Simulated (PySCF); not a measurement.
Spectra and structures to be paired. Level of theory: TDDFT B3LYP/def2-SVPD, vertical, gas phase, core orbitals frozen in the response (PySCF). Geometries: PBE0-D3(BJ)/def2-SVP; one conformer of each isolated species. Triplets are in the Tamm–Dancoff approximation.

A. `N=[P@]12CC[C@H](CC1)C2`
B. `C=C[Si](C=C)(C=C)[Si](C)(C)C`
C. `CC=P1(N(C)C)C=C1`

Lowest singlet levels (six at most, fewer where fewer were computed) with oscillator strengths:

1. 441 nm (f 0.004); 291 nm (f 0.010); 269 nm (f 0.005); 265 nm (f 0.003); 256 nm (f 0.043); 245 nm (f 0.010); T1 2.52 eV
2. 241 nm (f 0.129 summed over 2 states); 228 nm (f 0.128); 205 nm (f 0.001); 203 nm (f 0.001); 201 nm (f 0.005); 201 nm (f 0.006); T1 4.16 eV
3. 233 nm (f 0.015); 224 nm (f 0.023); 201 nm (f 0.002); 199 nm (f 0.005); 197 nm (f 0.005); 193 nm (f 0.008); T1 5.19 eV

Question: Match each spectrum to its molecule.

Answer: 1 = C, 2 = B, 3 = A.
- A: S1 at 5.32 eV, HOMO→LUMO (92%); Löwdin shares by element: HOMO nitrogen 58%, phosphorus 16%, carbon 8% or more, hydrogen 6% or more; LUMO carbon 19% or more, hydrogen 14% or more (atoms not listed hold the other 68%); HOMO -5.92 and LUMO 0.11 eV.
- B: S1 at 5.15 eV, HOMO→LUMO/LUMO+1 (≥96%); Löwdin shares by element: HOMO silicon 39%, carbon 14% or more (atoms not listed hold the other 47%); LUMO (one of a set within 0.03 eV) carbon 53% or more, silicon 9% or more (atoms not listed hold the other 38%); HOMO -6.54 and LUMO -0.62 eV.
- C: S1 at 2.81 eV, HOMO→LUMO (99%); Löwdin shares by element: HOMO carbon 62% or more, phosphorus 17% (atoms not listed hold the other 21%); LUMO carbon 74% or more, hydrogen 6% or more, phosphorus 6%; HOMO -4.61 and LUMO -0.83 eV.

A slash joins orbitals within 0.01 eV of each other, whose weights are summed (≥ marks a lower bound).
